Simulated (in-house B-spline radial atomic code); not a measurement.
**Binding energies in Mg2+**

NIST's tabulated ground configuration is [He] 2s2 2p6; each binding energy is the energy of the ion with one electron taken from that subshell, relaxed, less that of the parent. Level of theory: Dirac-Kohn-Sham LDA VWN5, spherical fractional occupations, Fermi nucleus of rms radius 3.057 fm; calculated with a radial B-spline atomic code at the basis-set limit. Energies include first-order Breit, QED and recoil terms.

```tsv
subshell	X-ray name	binding energy (eV)	-ε (eV)	relaxation (eV)
1s	K	1338.8	1273.9	-65.6
2s	L1	113.5	99.5	-14.1
2p1/2	L2	81.49	67.04	-14.48
2p3/2	L3	81.19	66.75	-14.45
```

Relaxation = -ε minus the binding energy without Breit, QED and recoil terms. With a density functional, K lines can miss by some tenths of a per cent, more in light atoms. For a density functional the relaxation so defined is negative, because -ε of a Kohn-Sham level is smaller than the binding energy.

Emission lines follow as differences of binding energies, with λ = 12398.42 eV·Å / E:

```csv
line,holes,energy (eV),wavelength (Å)
K-L3,1s → 2p3/2,1257.6,9.8587
K-L2,1s → 2p1/2,1257.3,9.8611
```

Task: What screening constant σ does Moseley's law, E = (3/4)·13.6057 eV·(Z - σ)², need for K-L3?

Result: σ = 0.90.

Task: What does it cost to remove both a 2p3/2 and a 2p1/2 electron?

Result: 193.72 eV, which is 31.04 eV more than the two single binding energies together.

Task: What does it cost to remove two 2s electrons?

Result: 256.6 eV, which is 29.53 eV more than the two single binding energies together.

Task: What does it cost to remove two 1s electrons?

Result: 2807.7 eV, which is 130.1 eV more than the two single binding energies together.
